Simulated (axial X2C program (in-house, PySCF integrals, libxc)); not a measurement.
Testing model relations on RbSe

A bond curve at the PBE0 level, with spin–orbit coupling, was computed with an axial X2C code built on PySCF integrals (basis Rb dyall-cv3z [12s13p8d4f1g], Se dyall-cv3z [8s9p6d4f1g] (cores contracted in-house)) for the state Ω = 3/2 (⟨Sz⟩ = 0.50, ⟨Lz⟩ = 1.00 at PBE0). Its fit gives Re = 3.0638 Å, ωe = 151.5 cm⁻¹, ωexe = 0.376 cm⁻¹ and αe = 1.637e-04 cm⁻¹; the masses are 84.9118 and 79.9165 u. Two-component means X2C with spin–orbit coupling and atomic mean-field Coulomb and Gaunt terms.

**Question.** Find the reduced mass, Be and the force constant.

**Answer.** From the PBE0 values: μ = 41.1692 u. Be = 16.8576/(μ Re²) = 0.04362 cm⁻¹. k = 5.8918×10⁻⁷ μ ωe² = 0.557 mdyn/Å.

**Question.** Where do the fundamental and the first overtone lie?

**Answer.** ν(1←0) = ωe − 2ωexe = 150.7 cm⁻¹; ν(2←0) = 2ωe − 6ωexe = 300.7 cm⁻¹.

**Question.** Estimate De from a Morse curve and compare with the computed well depth of 2.471 eV to Rb + Se.

**Answer.** De(Morse) = ωe²/(4ωexe) = 1.892 eV against 2.471 eV computed, a ratio of 0.77. The extrapolation falls short: long-range attraction (ionic or ion–induced dipole) or a change of character along the curve can cause this.

**Question.** A Morse curve ties αe to the other constants (Pekeris). How well does that hold?

**Answer.** αe(Morse) = 6Be²/ωe × (√(ωexe/Be) − 1) = 1.459e-04 cm⁻¹; the PBE0 curve gives 1.637e-04 cm⁻¹, a ratio of 0.89.

**Question.** The dipole moment p changes by 4.41 D/Å at Re. What harmonic infrared intensity follows?

**Answer.** I = 42.256 × (dp/dR)²/μ = 20 km/mol.

One determinant describes the state; a PBE0 search over occupations chose it and may have missed a lower one. De is counted from the lowest determinant-based energies of the atoms at the same level, without counterpoise correction. Density functionals use the spin component along the axis (collinear). Other states lie close and PBE0, whose exact exchange favours high spin, may order them wrongly; the determinant shown need not be the ground state. The nearest other 2c determinant of the search, Ω = 1/2, lies 0.16 eV up at the distance of the search. The functionals have no current-density term, which raises determinants with orbital currents, atoms included.
